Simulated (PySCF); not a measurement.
Electron correlation in I²⁺ (iodine, charge +2)

[Kr] 4d10 5s2 5p3, high-spin 4S determinant. All numbers are calculated (PySCF 2.14, scalar relativity through the core potential, in aug-cc-pVTZ-PP with ECP28MDF (6s5p4d2f, 55 functions)). Frozen: 4s2 4p6 4d10; 5 electrons correlated.

```
  level  correlation energy (mhartree)
   CCSD                         -78.07
    (T)                          -2.03
CCSD(T)                         -80.10
```

Diagnostics: T1 = 0.0018, D1 = 0.0040, largest double amplitude 0.044.

**Question.** Is a single reference adequate?

**Answer.** Yes, within this model without spin-orbit coupling: T1 lies below 0.03 and no double amplitude reaches 0.07.
